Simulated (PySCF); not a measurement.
# Electron correlation in Bi⁺ (bismuth, charge +1)

[Xe] 4f14 5d10 6s2 6p2, high-spin 3P determinant. Calculation: PySCF 2.14, in x2c-TZVPPall (11s7p6d3f, 83 functions); scalar relativity by spin-free X2C-1e. Frozen: [Xe] 4f14 5d10; 4 electrons correlated.

MP2 pair energies summed by pair of shells (mhartree):

| pair | energy | share (%) |
| --- | --- | --- |
| 6s-6p | -22.45 | 60.4 |
| 6s-6s | -11.10 | 29.9 |
| 6p-6p | -3.60 | 9.7 |

Total MP2 correlation energy: -37.15 mhartree.

Same-spin part -6.68 and opposite-spin part -30.47 mhartree; SCS-MP2 scales them by 1/3 and 6/5 to -38.79 mhartree.

Spin-orbit coupling is strong in this species, so the high-spin LS determinant is a model state.
